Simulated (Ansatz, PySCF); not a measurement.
Reaction (SMILES): NC=O + 3 [H][H] (H2) -> C (CH4) + N (NH3) + O (H2O)
Geometries: B3LYP-D3(BJ)/def2-TZVP minima from Ansatz (an electronic-structure program), one conformer each, not searched for the lowest.

Wanted: energy of full hydrogenation (enthalpy at 298 K, with B3LYP-D3(BJ) rigid-rotor harmonic-oscillator terms from PySCF), in kcal/mol. Valence correlation only, unless marked. Spin-orbit coupling is left out. No relativistic terms. Basis-set limits of correlation are two-point, X^-3; Hartree-Fock from the larger set. [CCSD(T)-MP2]/basis is that difference in the basis named.

| level | program | energy of full hydrogenation (kcal/mol) | minus last row |
|---|---|---|---|
| HF/STO-3G | Ansatz | -55.1 | -13.1 |
| BP86/def2-TZVPD | PySCF | -33.9 | 8.1 |
| r2SCAN-D4/def2-TZVPD | Ansatz + dftd4 | -35.6 | 6.4 |
| PBE0/STO-3G | Ansatz | -26.0 | 16.0 |
| TPSSh/def2-TZVPD | PySCF | -31.4 | 10.6 |
| r2SCAN0/def2-TZVPD | Ansatz | -40.7 | 1.3 |
| PW6B95-D3(BJ)/def2-TZVPD | PySCF + dftd3 | -36.9 | 5.1 |
| PW6B95/def2-TZVPD | PySCF | -37.1 | 4.9 |
| M06-2X/def2-TZVPD | PySCF | -37.2 | 4.8 |
| LC-wPBE-D3(BJ)/def2-TZVPD | Ansatz + dftd3 | -41.7 | 0.3 |
| LC-wPBE-D4/def2-TZVPD | Ansatz + dftd4 | -41.4 | 0.6 |
| RPA@PBE/cc-pVTZ | Ansatz | -36.1 | 5.9 |
| MP2/STO-3G | Ansatz | -17.9 | 24.1 |
| RI-MP2/aug-cc-pVQZ | Ansatz | -41.6 | 0.4 |
| RI-MP2/cc-pVQZ | Ansatz | -40.7 | 1.3 |
| RI-MP2/CBS(aug-cc-pVTZ,aug-cc-pVQZ) | Ansatz | -41.6 | 0.4 |
| SCS-MP2/STO-3G | Ansatz | -22.4 | 19.6 |
| CCSD/6-31G* | Ansatz | -25.9 | 16.1 |
| CCSD(T)/cc-pVTZ | Ansatz | -39.7 | 2.3 |
| CCSD(T) with core electrons/cc-pwCVTZ | Ansatz | -39.4 | 2.6 |
| RI-MP2/CBS(aug-cc-pVTZ,aug-cc-pVQZ)+[CCSD(T)-MP2]/aug-cc-pVTZ | Ansatz | -42.0 | 0.0 |
